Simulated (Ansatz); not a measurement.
Consider the ligand exchange at a B–N bond: `N[B]([SiH3])[GaH2]` + HCl → `[SiH3][B](Cl)[GaH2]` + NH₃.

Program: Ansatz. Geometries: PBE0-D4/def2-TZVP. ΔE: electronic, gas phase. CCSD(T)/CBS adds triple-zeta CCSD(T) − MP2 to the extrapolated MP2 energy (def2 sets, frozen cores). This one scheme is used for every species. For Ga outer-core shells are correlated without core-valence functions, which leaves a few kJ/mol of doubt a bond. Scalar relativity is left out up to krypton. One conformer a species, not always the lowest.

```csv
species,CCSD(T)/def2-TZVPP energy (Eh)
`N[B]([SiH3])[GaH2]`,-2296.18294
HCl,-460.33125
`[SiH3][B](Cl)[GaH2]`,-2700.02032
NH₃,-56.47595
```

(1) Work out ΔE.

Largest T1 diagnostic among the species: 0.015.

Answers

(1) ΔE = (-2700.02032) + (-56.47595) − (-2296.18294) − (-460.33125) = 0.01792 Eh = +11.2 kcal/mol. CCSD(T)/CBS gives +10.2 kcal/mol.

At CCSD(T), def2-SVP lies +3.9 kcal/mol from the extrapolated value and def2-TZVPP +1.0 kcal/mol. In def2-TZVPP, CCSD(T) changes the Hartree–Fock value by +1.6 kcal/mol (the triples alone add +0.0 kcal/mol) and MP2 by +1.3 kcal/mol. Leaving LDA and LC-ωPBE aside and taking each functional with its dispersion term where it has one, the values, not all of them listed here, spread over 2.4 kcal/mol, from B97M-V to CAM-B3LYP-D4. LDA lies +2.7 kcal/mol from PBE without D4.
